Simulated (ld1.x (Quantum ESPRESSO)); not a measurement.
**How hard is this gold TM potential?**

- Element: Au
- Generator: ld1.x (Quantum ESPRESSO) 7.5
- Type: norm-conserving Troullier–Martins (Kleinman–Bylander form)
- Functional: LDA (PZ)
- Relativity: scalar-relativistic
- Frozen core: [Kr] 4d10 4f14
- Valence charge: 19
- Reference configuration: 5s2 5p6 5d10 6s1 6p0
- Partial waves: 5p (bound): rc 1.80 bohr; 5d (bound): rc 1.75 bohr; 5f channel at 0.2 Ry: rc 1.50 bohr; 5s (bound): rc 0.90 bohr
- Local potential: the s channel
- Core correction: a·sin(br)/r model core inside 0.70 bohr

Occupied shells without a wave of their own: 6s. They enter only through the test configuration that unscreens the potential, and ld1.x also counts them in the model core charge.

The pseudo-atom Hamiltonian at the reference potential is diagonalised in spherical Bessel functions j_l(qr) that vanish at 20 bohr, with q² up to the cutoff. All-electron valence levels (Ry): 5p -4.4144, 6p -0.0652, 5d -0.5231, 5s -7.9952, 6s -0.4476.

Task: How do the lowest levels (Ry) of each channel move with the cutoff, and are there ghosts?

Result:

```tsv
cutoff (Ry)	p #1	p #2	d #1	d #2	f #1	f #2	s #1	s #2	Σ f·Δε (mRy)
8	-2.8106	-0.0121	0.0469	0.0924	0.1160	0.2469	-6.0631	-0.2786	19365.3
21	-4.3467	-0.0637	-0.3930	0.0710	0.1160	0.2469	-6.7119	-0.3213	4410.1
50	-4.4139	-0.0677	-0.5230	0.0705	0.1160	0.2469	-7.8887	-0.4446	230.4
90	-4.4145	-0.0688	-0.5231	0.0705	0.1160	0.2469	-7.9359	-0.4503	125.6
180	-4.4145	-0.0688	-0.5231	0.0705	0.1160	0.2469	-7.9920	-0.4565	7.2
350	-4.4145	-0.0688	-0.5231	0.0705	0.1160	0.2469	-7.9954	-0.4568	0.1
400	-4.4145	-0.0688	-0.5231	0.0705	0.1160	0.2469	-7.9954	-0.4568	0.0
```

Result: no extra level below or beside the all-electron valence levels (p, d, f, s tested); 10 mRy is reached at 140 Ry and 1 mRy at 260 Ry.

ld1.x takes every shell without a wave as core, so the model core holds the 6s electrons as well and exchange and correlation see them twice. This cancels in the reference configuration, but the file is broken for other ones, and its errors say nothing about a proper core correction. Its largest configuration-test error is -672 meV.
